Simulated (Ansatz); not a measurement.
Steps of a relaxation of ClH2O3Ta (`[O]=[Ta]([OH])([OH])[Cl]`) with RKS PBE-D4/def2-SVP.

```sh
$ ansatz run in.yaml --threads 4 --pin off --events-out ev --progress --plain --max-ram 10444MiB
```

```yaml
crystal:
  periodic: [false, false, false]
  atoms:
    - {symbol: O, position_ang: [-1.280100, -2.063700, 0.228300]}
    - {symbol: Ta, position_ang: [-0.358300, -0.383000, 0.071900]}
    - {symbol: O, position_ang: [1.344600, -0.468400, 1.300200]}
    - {symbol: O, position_ang: [0.313000, -0.069100, -1.957200]}
    - {symbol: Cl, position_ang: [-1.809500, 1.522800, 0.790800]}
    - {symbol: H, position_ang: [1.544500, 0.486800, 1.572100]}
    - {symbol: H, position_ang: [0.307000, 0.906500, -2.051900]}
basis:
  gaussian: {orbitals: def2-SVP}
hamiltonian: {xc: pbe, dispersion: d4}
relax: {f_tol: 0.03, max_steps: 200}
```

Positions (Å) and forces (eV/Å) along the path, 8 of 8 steps:

```xyz
7
step=1 energy=-20233.6769 eV
O    -1.280   -2.064    0.228    3.257    5.588   -0.636
Ta   -0.358   -0.383    0.072   -0.667   -3.493   -0.235
O     1.345   -0.468    1.300   -2.704    1.418   -1.510
O     0.313   -0.069   -1.957   -1.425   -0.611    3.616
Cl   -1.810    1.523    0.791    1.368   -1.777   -0.681
H     1.544    0.487    1.572   -0.022   -1.242   -0.357
H     0.307    0.906   -2.052    0.193    0.115   -0.197
7
step=2 energy=-20235.5074 eV
O    -1.170   -1.906    0.199    0.339    0.194   -0.195
Ta   -0.352   -0.375    0.061    0.399    0.167    0.049
O     1.208   -0.441    1.233   -0.300    1.170    0.124
O     0.230   -0.084   -1.785   -0.375    0.933    0.363
Cl   -1.715    1.400    0.742    0.059   -0.165   -0.060
H     1.541    0.457    1.543   -0.210   -1.192   -0.432
H     0.320    0.881   -2.039    0.088   -1.106    0.151
7
step=3 energy=-20235.5317 eV
O    -1.082   -1.931    0.134   -0.039    0.479    0.104
Ta   -0.415   -0.322    0.104    0.174   -0.878   -0.267
O     1.107   -0.421    1.279    1.105    1.905    0.162
O     0.115   -0.083   -1.734    0.709    1.946   -0.324
Cl   -1.812    1.411    0.771   -0.273    0.128    0.097
H     1.659    0.440    1.393   -1.009   -1.785   -0.140
H     0.489    0.837   -1.993   -0.667   -1.795    0.367
7
step=4 energy=-20235.6428 eV
O    -1.137   -1.889    0.169    0.036    0.031   -0.017
Ta   -0.405   -0.319    0.098   -0.086   -0.116    0.019
O     1.118   -0.393    1.278    0.577    1.011   -0.035
O     0.119   -0.050   -1.738    0.465    1.025   -0.110
Cl   -1.892    1.348    0.784    0.014   -0.018   -0.008
H     1.703    0.417    1.345   -0.551   -0.954    0.032
H     0.556    0.818   -1.982   -0.453   -0.978    0.120
7
step=5 energy=-20235.6843 eV
O    -1.126   -1.873    0.168   -0.066   -0.184   -0.011
Ta   -0.406   -0.303    0.100    0.137    0.126    0.005
O     1.121   -0.375    1.277   -0.281   -0.056   -0.166
O     0.119   -0.031   -1.736   -0.097   -0.041    0.234
Cl   -1.921    1.338    0.791    0.034   -0.026   -0.014
H     1.720    0.384    1.372    0.203    0.112    0.108
H     0.553    0.793   -2.018    0.070    0.070   -0.155
7
step=6 energy=-20235.6930 eV
O    -1.121   -1.872    0.163   -0.041   -0.117   -0.002
Ta   -0.403   -0.298    0.101    0.044    0.053    0.005
O     1.117   -0.369    1.279   -0.148   -0.003   -0.105
O     0.107   -0.024   -1.734   -0.038    0.004    0.138
Cl   -1.923    1.335    0.793    0.015   -0.010   -0.004
H     1.732    0.376    1.399    0.128    0.044    0.083
H     0.552    0.784   -2.046    0.039    0.028   -0.115
7
step=7 energy=-20235.7027 eV
O    -1.106   -1.864    0.158    0.014    0.044   -0.007
Ta   -0.401   -0.280    0.100   -0.029   -0.061    0.023
O     1.107   -0.345    1.282    0.280    0.303    0.082
O     0.079    0.005   -1.733    0.205    0.312   -0.174
Cl   -1.947    1.321    0.806    0.002    0.000    0.003
H     1.779    0.339    1.494   -0.280   -0.292   -0.089
H     0.549    0.757   -2.153   -0.192   -0.306    0.162
7
step=8 energy=-20235.7065 eV
O    -1.104   -1.862    0.156   -0.006   -0.016    0.003
Ta   -0.399   -0.279    0.100    0.010    0.018   -0.008
O     1.107   -0.337    1.284   -0.014   -0.002   -0.011
O     0.084    0.009   -1.732   -0.001   -0.001    0.019
Cl   -1.947    1.320    0.808   -0.001   -0.002    0.001
H     1.780    0.330    1.501    0.008    0.002    0.002
H     0.542    0.751   -2.164    0.003    0.002   -0.006
```

Hardware: 4 threads of an Arm Neoverse V1 on a shared host. Wall time 11 s, peak host memory 0.15 GiB.
